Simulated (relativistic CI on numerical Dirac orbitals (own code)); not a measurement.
# Radial parameters of Ba¹⁵⁺

Method of calculation: Dirac-Coulomb-Breit CI, orbitals from a KLI potential per configuration, model QED, unscaled Slater integrals (own radial code, finite nucleus).

Slater integrals F^k, G^k are unscaled and averaged over j, outside the closed core [Ar] 3d10; ζ comes from projecting the Hamiltonian with its Breit term on Σ l·s of the shell.

- 4s²4p⁶4d⁵: F^2(4d,4d) = 141540, F^4(4d,4d) = 95712, ζ(4d) = 10103 cm⁻¹; <r>(4d) = 0.7173, <r^2>(4d) = 0.5884 (bohr units).
- 4s²4p⁵4d⁶: ζ(4p) = 92375, F^2(4d,4d) = 141580, F^4(4d,4d) = 95738, F^2(4p,4d) = 146360, G^1(4p,4d) = 185190, G^3(4p,4d) = 117050, ζ(4d) = 10078 cm⁻¹; <r>(4p) = 0.6764, <r^2>(4p) = 0.5172, <r>(4d) = 0.717, <r^2>(4d) = 0.5879 (bohr units).
- 4s²4p⁶4d⁴4f: F^2(4d,4d) = 141600, F^4(4d,4d) = 95745, ζ(4d) = 10140, F^2(4d,4f) = 135650, F^4(4d,4f) = 88878, G^1(4d,4f) = 156630, G^3(4d,4f) = 102270, G^5(4d,4f) = 73514, ζ(4f) = 846.81 cm⁻¹; <r>(4d) = 0.717, <r^2>(4d) = 0.588, <r>(4f) = 0.7604, <r^2>(4f) = 0.6676 (bohr units).

Task: Give the Racah parameters of the d shell in 4s²4p⁶4d⁵.

Result: B = F²/49 − 5F⁴/441 = 1803 cm⁻¹ and C = 35F⁴/441 = 7596 cm⁻¹.

Averages of the first 10 configurations, taken without configuration mixing, which lowers the lowest level and can move excited configurations by several eV; other configurations of the list can lie among them:

| Configuration | Parity | States | Average energy above the lowest level (eV) |
| --- | --- | --- | --- |
| 4s²4p⁶4d⁵ | even | 252 | 12.7 |
| 4s²4p⁵4d⁶ | odd | 1260 | 116.4 |
| 4s²4p⁶4d⁴4f | odd | 2940 | 122.1 |
| 4s²4p⁶4d⁴5p | odd | 1260 | 158.0 |
| 4s²4p⁶4d³4f5s | odd | 3360 | 243.0 |
| 4s²4p⁶4d³5s5p | odd | 1440 | 282.0 |
| 4p⁶4d⁷ | even | 120 | 368.5 |
| 4p⁵4d⁸ | odd | 270 | 470.3 |
| 4s²4p⁶4d³5s² | even | 120 | 258.4 |
| 4s²4p⁶4d²4f5s² | odd | 630 | 369.6 |
